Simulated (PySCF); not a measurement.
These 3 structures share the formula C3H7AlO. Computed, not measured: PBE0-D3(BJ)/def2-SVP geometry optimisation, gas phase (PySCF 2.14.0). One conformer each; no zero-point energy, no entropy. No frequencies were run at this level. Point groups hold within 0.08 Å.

Question: Order them by energy at this level, lowest first, and give relative energies in kcal/mol.
A. `[CH2:1]=[CH:2][O:3][AlH:4][CH3:5]` with C1–C2–O3–Al4 -26°, C2–O3–Al4–C5 176°
B. `[CH2:1]=[C:2]([CH3:3])[O:4][AlH2:5]` with C1–C2–O4–Al5 178°, C2–O4–Al5–H 180° and -1°
C. `[CH2:1]=[CH:2][AlH:3][O:4][CH3:5]` with C1–C2–Al3–O4 -179°, C2–Al3–O4–C5 -179°

Answer: A (0.0), B (5.0), C (10.1).

```tsv
SMILES	E (Eh)	E rel (kcal/mol)	dipole (D)	point group	A, B, C (MHz)
C=C[O][AlH][CH3]	-435.64868	0.0	1.07	C1	14821, 1799, 1643
C=C(C)[O][AlH2]	-435.64067	5.0	1.19	near Cs	8610, 2391, 1894
C=[CH][AlH][O]C	-435.63266	10.1	0.19	Cs	21400, 1583, 1487
```

How do the relative energies change in single points at B3LYP/pcSseg-2 (no added dispersion term) on the same geometries?

```tsv
SMILES	PBE0-D3(BJ)/def2-SVP (kcal/mol)	B3LYP/pcSseg-2 (kcal/mol)	shift
C=C[O][AlH][CH3]	0.0	0.0	0.0
C=C(C)[O][AlH2]	5.0	7.7	+2.7
C=[CH][AlH][O]C	10.1	8.5	-1.6
```

Each column counts from its own lowest isomer. The order is unchanged; the largest shift is 2.7 kcal/mol.
